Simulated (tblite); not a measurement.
Problem. Give a GFN2-xTB geometry of `O[SiH2]C[Si]([SiH3])([SiH3])[SiH3]`.

Solution. 
```xyz
21
CH14OSi5 angstrom
O      2.1782   -1.8802    0.4669
Si     2.5660   -0.3726   -0.0099
C      1.1081    0.4551   -0.9006
Si    -0.6160    0.2889   -0.0424
Si    -1.1082   -1.9969    0.0824
Si    -2.0977    1.4043   -1.4759
Si    -0.4580    1.2951    2.0622
H      1.9549   -2.5671   -0.1540
H      2.8484    0.2622    1.2702
H      3.7346   -0.4075   -0.8981
H      1.3373    1.5139   -1.0276
H      1.0287    0.0504   -1.9125
H     -0.4887   -2.7883   -0.9947
H     -2.5501   -2.2361   -0.0506
H     -0.7046   -2.6437    1.3322
H     -3.4642    1.3836   -0.9474
H     -1.7697    2.8171   -1.6941
H     -2.1751    0.8126   -2.8165
H     -1.7963    1.5700    2.5993
H      0.2418    2.5846    2.0462
H      0.2214    0.4715    3.0645
```

Any rigid rotation of these coordinates is as good. Atoms count from 1 in this order. Of the pairs four or more bonds apart, O1···Si5 is among the closest relative to their van der Waals radii: 3.31 Å, 91 % of the sum of Bondi's values. Si5 (SiH3 silicon) is distorted tetrahedral (angles from 105.0° to 114.8°). The 2 C–Si bonds span 1.898 Å (Si2–C3, drawn single) to 1.933 Å (C3–Si4, drawn single), a spread of 0.035 Å. Si2 (oxygen-bound silicon) is distorted tetrahedral (angles from 101.1° to 112.8°).

Bonds between heavy atoms (Å): O1–Si2 1.628, Si2–C3 1.898, C3–Si4 1.933, Si4–Si5 2.342, Si4–Si6 2.344, Si4–Si7 2.338.

Structure optimised with GFN2-xTB, isolated species.

Point group: C1 (no symmetry element, even within 0.4 Å). Its GFN2-xTB frequencies are all real (lowest 28 cm⁻¹). One conformer, not necessarily the lowest (H–O1–Si2–C3 63°, O1–Si2–C3–Si4 46°). 3 starts were optimised and ended at 0.00, 0.38 and 2.34 kcal/mol (GFN2-xTB); the lowest of these is shown.

On an Intel Xeon at 2.50 GHz with one thread, shared host with 64 logical CPUs at a one-minute load of 59, this took 6.0 s wall. This is the geometry optimisation.

All values are computed, not measured.
